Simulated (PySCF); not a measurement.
Excitations are Tamm–Dancoff values on a coarser integration grid. The basis has no diffuse functions, so Rydberg states are missing or too high.

Cartesian coordinates (Å):
SMILES: N=C=NC=O
```xyz
7

N      2.0434     0.2137    -0.4941
C      0.8985    -0.1823    -0.4060
N     -0.2269    -0.6772    -0.5391
C     -1.4608    -0.0609    -0.2529
O     -1.6194     0.9064     0.4578
H      2.6596     0.4041     0.2904
H     -2.2944    -0.6038    -0.7404
```
Charge 0, spin multiplicity 1.

Problem. Estimate the HOMO–LUMO gap, S1 excitation (TDA), HOMO, dipole moment and S1–T1 gap (TDA) that PySCF 2.14.0 with PBE-D3(BJ)/def2-TZVP returns for this input.

Solution. 
```
Property                Value
-------------------  --------
HOMO–LUMO gap         3.90 eV
S1 excitation (TDA)   4.07 eV
HOMO                 -6.53 eV
dipole moment          1.81 D
S1–T1 gap (TDA)       0.43 eV
```
